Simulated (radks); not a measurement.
The numbers below are computed, except where a source is named.
Orbital eigenvalues (eV) of the aluminium ion Al+, [Ne] 3s2, at several levels of relativity; Dirac values are averaged over j with weights 2j + 1. Spin-unpolarised spherical Kohn-Sham, PBE, point nucleus unless stated (finite: rms radius 3.061 fm), a radial shooting solver on a logarithmic mesh with Libxc functionals. A level marked "c x" has the speed of light scaled by that factor.

shell  non-rel.  scalar-rel., finite nucleus    Dirac  Dirac, finite nucleus  change of magnitude, last against first (%)
1s      -1516.2                      -1519.6  -1519.5                -1519.5                                        +0.22
2s      -116.06                      -116.50  -116.49                -116.49                                        +0.38
2p      -78.034                      -77.992  -77.983                -77.983                                        -0.07
3s      -14.785                      -14.811  -14.810                -14.810                                        +0.17
